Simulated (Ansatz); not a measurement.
Consider the ligand exchange at a B–N bond: `C=NBF` + `C[Si](C)(C)O` → `C[Si](C)(C)OBF` + `C=N`.

Gas-phase electronic energies from Ansatz, PBE0-D4/def2-TZVP geometries. CBS: MP2 limit from def2 TZ/QZ plus the TZ coupled-cluster correction, frozen cores. This one scheme is used for every species. Functionals use def2-TZVPP. One conformer a species, not always the lowest.

Q: Is it downhill or uphill in electronic energy at CCSD(T)/CBS, and by how much? (Best estimate.)

A: The calculation gave: Downhill: ΔE = -72.6 kJ/mol.

Q: What do these levels give: revPBE-D4, BLYP-D4, r2SCAN0-D4, CAM-B3LYP-D4, ωB97X-V, revPBE, BLYP, r2SCAN, PBE0, MP2/def2-SVP, CCSD/def2-SVP, CCSD/CBS(def2)? (Best estimate.)

A: Computed: revPBE-D4 -56.3, BLYP-D4 -59.2, r2SCAN0-D4 -65.8, CAM-B3LYP-D4 -66.7, ωB97X-V -70.6, revPBE -51.3, BLYP -53.6, r2SCAN -61.0, PBE0 -57.9, MP2/def2-SVP -78.9, CCSD/def2-SVP -81.6, CCSD/CBS(def2) -73.4 kJ/mol.

Largest T1 diagnostic among the species: 0.014.

From r2SCAN to r2SCAN0 (25 % exact exchange), in def2-TZVPP and without D4, ΔE moves by −3.5 kJ/mol. The D4 term adds −4.8 kJ/mol with B3LYP and −3.0 kJ/mol with PBE0; it sums over pairs of atoms, weighted by their polarisabilities, and B3LYP, whose exchange is more repulsive, gets the larger term. Leaving LDA and LC-ωPBE aside and taking each functional with its dispersion term where it has one, the values, not all of them listed here, spread over 17.9 kJ/mol, from BHLYP-D4 to PBE-D4. LDA lies +4.5 kJ/mol from PBE without D4.

B3LYP here is the variant with VWN-RPA as its local correlation; programs differ in this.
